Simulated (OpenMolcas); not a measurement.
Ir4+ among 6 point charges of -1.7 e arranged as a tetragonal octahedron (D4h), 2.16 Å from the ion, with the axial distance 2.246 Å.

| Property | Result |
| --- | --- |
| Program | OpenMolcas |
| Method | CASSCF |
| Basis | ANO-RCC-VDZP [7s6p4d2f] |
| Scalar Hamiltonian | DKH2, point nucleus |
| Active space | 5 electrons in 5 orbitals (5d) |
| State averaging | 2S+1 = 6 even, 1 root; 2S+1 = 4 even, 24 roots; 2S+1 = 2 even, 75 roots |
| Spin-orbit coupling | state interaction with AMFI integrals over the reference wave functions |

(1) What is the spin-free ground state (labels of D4, the rotations of D4h)?

(2) What are the lowest two levels with spin-orbit coupling?

(3) What is χT at 300 K?

## Answers

(1) 6A1, 1-fold in its orbital part, 100 % from free-ion S terms; it has the highest spin that d5 allows.

(2) A 2-fold level E3/2 with g = 2.39, 2.39, 4.52, then a 2-fold level E1/2 54.6 cm-1 above it. Their leading multiplicities are 6 (85 %) and 6 (86 %).

(3) 4.07 cm3 K/mol.

Without dynamic correlation the repulsion within the d shell is too large (B by tens of per cent), so at a given field states of lower spin stand too high. Point charges give a weaker field than real ligands, and real ions of this kind are as a rule low spin; the high spin found here belongs to the model. This is an electrostatic model: the charges have no orbitals. No measured value stands beside these numbers.
